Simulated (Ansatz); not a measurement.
A structure relaxed at PBE0-D4/def2-TZVP, charge 0, multiplicity 1:

```xyz
10

O     0.450   -1.876   -0.690
Si   -0.194   -0.389   -0.629
O    -1.796   -0.539   -0.359
F     0.004    0.380   -2.016
Si    0.907    0.838    1.024
Cl   -0.180    2.585    1.244
H    -0.042   -2.582   -1.114
H    -2.350    0.240   -0.447
H     0.906    0.137    2.330
H     2.296    1.206    0.657
```

(1) Give its formula and SMILES.

(2) Summarise the bond lengths by kind.

## Answers

(1) ClFH4O2Si2, `O[Si](O)(F)[SiH2]Cl`.

(2) 2 × O–Si 1.622 to 1.632 Å; 2 × H–O 0.959 to 0.960 Å; 1 × F–Si 1.598 Å; 1 × Si–Si 2.334 Å; 1 × Cl–Si 2.070 Å; 2 × H–Si 1.483 Å.

Results of the Gaussian-basis code of Ansatz.
